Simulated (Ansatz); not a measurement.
System: difluorogermane, sum formula GeH2F2, net charge 0, singlet state. SMILES: [F][GeH2][F]
Coordinates optimised at B3LYP-D3(BJ)/def2-TZVP (Ansatz, an electronic-structure program):
```xyz
5

F     -0.7714    -1.3490    -0.0057
Ge     0.3335    -0.0114     0.0403
F     -0.6580     1.3979    -0.1669
H      1.2511    -0.1207    -1.1768
H      0.9408     0.0457     1.4414
```
Charge 0, spin multiplicity 1.

Wanted: atomisation energy (electronic, to ground-state atoms), in kcal/mol. Correlated levels leave the core frozen unless marked. Open shells are spin-unrestricted. No spin-orbit coupling. The frozen core is the preceding noble-gas configuration, with the filled d and f shells of earlier blocks. Non-relativistic. The coupled-cluster limit lacks core correlation, which all-electron functionals hold. CBS marks a two-point X^-3 extrapolation of the correlation energy; Hartree-Fock from the larger set (for Q and 5 zeta extrapolated as (X+1)exp(-9√X)).

```csv
level,program,atomisation energy (kcal/mol),minus last row
HF/aug-cc-pVDZ,Ansatz,265.1,-120.0
HF/cc-pVDZ,Ansatz,255.3,-129.8
HF/cc-pVTZ,Ansatz,269.0,-116.1
BLYP/def2-TZVPD,Ansatz,372.8,-12.3
PBE0-D3(BJ)/def2-TZVP,Ansatz + dftd3,369.3,-15.8
PBE0/def2-TZVP,Ansatz,368.2,-16.9
BHLYP-D3(BJ)/def2-TZVPD,Ansatz + dftd3,360.0,-25.1
LC-wPBE-D4/def2-TZVPD,Ansatz + dftd4,378.3,-6.8
LC-wPBE/def2-TZVPD,Ansatz,376.8,-8.3
wB97X-V/def2-TZVPD,Ansatz,381.2,-3.9
MP2/aug-cc-pVQZ,Ansatz,393.9,8.8
RI-MP2/cc-pVTZ,Ansatz,382.2,-2.9
SCS-MP2/aug-cc-pVDZ,Ansatz,366.2,-18.9
CCSD/6-31G,Ansatz,310.8,-74.3
CCSD/cc-pVTZ,Ansatz,364.9,-20.2
CCSD(T)/aug-cc-pVDZ,Ansatz,359.6,-25.5
CCSD(T)/aug-cc-pVTZ,Ansatz,376.1,-9.0
CCSD(T)/aug-cc-pVQZ,Ansatz,382.3,-2.8
CCSD(T)/cc-pV5Z,Ansatz,382.6,-2.5
"CCSD(T)/CBS(aug-cc-pVTZ,aug-cc-pVQZ)",Ansatz,385.6,0.5
"CCSD(T)/CBS(cc-pVQZ,cc-pV5Z)",Ansatz,385.1,0.0
```
